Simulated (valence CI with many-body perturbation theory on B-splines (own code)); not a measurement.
## E1 line list for Tl⁷⁶⁺

Method: valence CI with perturbative core correlation (CI+MBPT): three valence electrons over a frozen Dirac-Fock core [He], a basis of 11 s, 11 p, 9 d, 7 f, 5 g, 2 h, 1 i functions for each j, with the one-electron correlation potential Σ1, the two-electron term Σ2, the three-electron term Σ3, Breit, model QED; selected CI, second order for the rest (own B-spline code, finite nucleus).

The last digits are not significant, and no measured levels were compared; by estimate large intervals hold to a few tenths of a per cent, small ones and those within an open d or f shell to about a per cent.

Lines 151 to 200 of 295 in falling wavelength, among levels below 17029 eV, chosen from the strongest by gf and those to the six lowest levels. Wavelengths and rates use the calculated energies. Electric multipoles are in the length gauge, E1 and E2 with the static RPA response of the core. Weak lines are less certain than strong ones. Lines between different terms over intervals too small for the method are left out, as are lines whose strength nearly cancels. Where a level lies close to another of its J and parity, the split of strength between their lines is uncertain. The highest levels of a list are the least certain.

Levels are named by their leading jj configuration (3d3/2^4 stands for four electrons in 3d with j = 3/2), which in mixed levels can hold well under half, so a name can repeat and another be missing. Letters in brackets count levels of one name in rising energy.

```
λ vac (Å)                          Upper                       Lower   A (s⁻¹)  log gf  Branch %
    1.053             (2s^2 3d3/2) J=3/2          (2s^2 2p3/2) J=3/2  4.00e+14   -0.58      14.9
    1.052         (2s 2p1/2 3d3/2) J=5/2  (2s 2p1/2 2p3/2) J=3/2 [a]  2.68e+13   -1.57       6.2
    1.050     (2s 2p1/2 3d3/2) J=3/2 [b]  (2s 2p1/2 2p3/2) J=3/2 [a]  1.90e+14   -0.90       6.0
    1.050     (2s 2p1/2 3d5/2) J=5/2 [a]  (2s 2p1/2 2p3/2) J=3/2 [b]  2.35e+14   -0.63      10.0
    1.050         (2s 2p1/2 3d3/2) J=1/2  (2s 2p1/2 2p3/2) J=3/2 [a]  5.18e+13   -1.77       1.6
    1.050     (2s 2p3/2 3d5/2) J=5/2 [a]          (2s 2p3/2^2) J=3/2  2.82e+14   -0.55      13.6
    1.049  (2p1/2 2p3/2 3d5/2) J=3/2 [b]       (2p1/2 2p3/2^2) J=1/2  2.17e+15    0.16      86.9
    1.049     (2s 2p3/2 3d5/2) J=3/2 [a]          (2s 2p3/2^2) J=3/2  9.56e+14   -0.20      45.9
    1.049     (2s 2p3/2 3d5/2) J=3/2 [a]          (2s 2p3/2^2) J=1/2  8.11e+14   -0.27      38.9
    1.048      (2p1/2 2p3/2 3d5/2) J=1/2       (2p1/2 2p3/2^2) J=1/2  2.35e+15   -0.11      90.3
    1.047         (2s 2p3/2 3d5/2) J=1/2          (2s 2p3/2^2) J=1/2  2.05e+15   -0.17      87.8
    1.047          (2p1/2^2 3d5/2) J=5/2       (2p1/2^2 2p3/2) J=3/2  2.25e+15    0.35      99.1
    1.046     (2s 2p1/2 3d5/2) J=5/2 [b]  (2s 2p1/2 2p3/2) J=3/2 [b]  1.79e+15    0.25      77.9
    1.046         (2s 2p1/2 3d5/2) J=3/2  (2s 2p1/2 2p3/2) J=3/2 [b]  3.90e+14   -0.59      17.3
    1.046         (2s 2p1/2 3d5/2) J=3/2      (2s 2p1/2 2p3/2) J=1/2  1.69e+15    0.05      75.2
    1.046  (2p1/2 2p3/2 3d5/2) J=5/2 [a]       (2p1/2 2p3/2^2) J=5/2  7.42e+14   -0.14      34.4
    1.045  (2p1/2 2p3/2 3d5/2) J=5/2 [b]       (2p1/2 2p3/2^2) J=5/2  1.07e+15    0.02      31.4
    1.044  (2p1/2 2p3/2 3d5/2) J=3/2 [a]       (2p1/2 2p3/2^2) J=3/2  1.51e+15   -0.01      85.2
    1.044  (2p1/2 2p3/2 3d5/2) J=5/2 [a]       (2p1/2 2p3/2^2) J=3/2  1.37e+15    0.13      63.3
    1.044  (2p1/2 2p3/2 3d5/2) J=7/2 [b]       (2p1/2 2p3/2^2) J=5/2  3.64e+15    0.68      98.9
    1.043  (2p1/2 2p3/2 3d5/2) J=3/2 [b]       (2p1/2 2p3/2^2) J=5/2  2.68e+14   -0.76      10.7
    1.043     (2s 2p1/2 3d5/2) J=5/2 [a]      (2s 2p1/2 2p3/2) J=5/2  3.32e+13   -1.49       1.4
    1.043  (2p1/2 2p3/2 3d5/2) J=5/2 [b]       (2p1/2 2p3/2^2) J=3/2  2.28e+15    0.35      67.2
    1.041     (2s 2p3/2 3d5/2) J=5/2 [b]          (2s 2p3/2^2) J=3/2  2.55e+15    0.40      92.8
    1.040  (2p1/2 2p3/2 3p3/2) J=3/2 [b]          (2s 2p3/2^2) J=3/2  2.36e+14   -0.81      18.1
    1.040  (2p1/2 2p3/2 3p3/2) J=3/2 [b]          (2s 2p3/2^2) J=1/2  6.07e+14   -0.40      46.7
    1.040     (2s 2p3/2 3d5/2) J=3/2 [b]          (2s 2p3/2^2) J=3/2  4.79e+14   -0.51      28.6
    1.040     (2s 2p3/2 3d5/2) J=3/2 [b]          (2s 2p3/2^2) J=1/2  9.23e+14   -0.22      55.2
    1.040         (2s 2p1/2 3d5/2) J=7/2      (2s 2p1/2 2p3/2) J=5/2  2.30e+15    0.47     100.0
    1.039     (2s 2p1/2 3d5/2) J=5/2 [a]  (2s 2p1/2 2p3/2) J=3/2 [a]  2.07e+15    0.30      88.3
    1.039     (2s 2p3/2 3d5/2) J=5/2 [a]          (2s 2p3/2^2) J=5/2  1.76e+15    0.23      84.9
    1.039  (2p1/2 2p3/2 3p3/2) J=5/2 [b]          (2s 2p3/2^2) J=3/2  7.85e+14   -0.12      61.0
    1.039     (2s 2p1/2 3d5/2) J=5/2 [b]      (2s 2p1/2 2p3/2) J=5/2  3.10e+14   -0.52      13.5
    1.039         (2s 2p1/2 3d5/2) J=3/2      (2s 2p1/2 2p3/2) J=5/2  1.83e+13   -1.93       0.8
    1.039     (2s 2p3/2 3d5/2) J=7/2 [a]          (2s 2p3/2^2) J=5/2  3.12e+15    0.61      99.5
    1.038             (2s^2 3d5/2) J=5/2          (2s^2 2p3/2) J=3/2  1.66e+15    0.21      99.9
    1.038          (2p1/2^2 3p3/2) J=3/2      (2s 2p1/2 2p3/2) J=1/2  6.44e+13   -1.38      10.1
    1.038     (2s 2p3/2 3d5/2) J=3/2 [a]          (2s 2p3/2^2) J=5/2  2.62e+14   -0.77      12.6
    1.036         (2s 2p1/2 3p3/2) J=5/2          (2s^2 2p3/2) J=3/2  6.95e+14   -0.17      98.7
    1.035     (2s 2p1/2 3d5/2) J=5/2 [b]  (2s 2p1/2 2p3/2) J=3/2 [a]  1.77e+14   -0.77       7.7
    1.035         (2s 2p1/2 3d5/2) J=3/2  (2s 2p1/2 2p3/2) J=3/2 [a]  1.19e+14   -1.12       5.3
    1.032      (2p1/2 2p3/2 3p3/2) J=7/2          (2s 2p3/2^2) J=5/2  5.34e+14   -0.17      60.0
    1.031          (2p1/2^2 3p3/2) J=3/2      (2s 2p1/2 2p3/2) J=5/2  1.06e+12   -3.17       0.2
    1.031     (2s 2p3/2 3d5/2) J=7/2 [b]          (2s 2p3/2^2) J=5/2  2.40e+14   -0.51      44.2
    1.027          (2p1/2^2 3p3/2) J=3/2  (2s 2p1/2 2p3/2) J=3/2 [a]  5.01e+12   -2.50       0.8
   0.9895          (2p1/2^2 3d5/2) J=5/2          (2s^2 2p3/2) J=3/2  9.69e+11   -3.07       0.0
   0.9568             (2s^2 3p1/2) J=1/2          (2s 2p1/2^2) J=1/2  3.81e+12   -2.98      21.5
   0.9488        (2s 2p1/2 3s) J=1/2 [a]          (2s 2p1/2^2) J=1/2  4.70e+13   -1.90      11.2
   0.9484        (2s 2p3/2 3s) J=3/2 [a]      (2s 2p1/2 2p3/2) J=1/2  7.44e+12   -2.40       1.4
   0.9465            (2s 2p1/2 3s) J=3/2          (2s 2p1/2^2) J=1/2  9.14e+13   -1.31      19.6
```
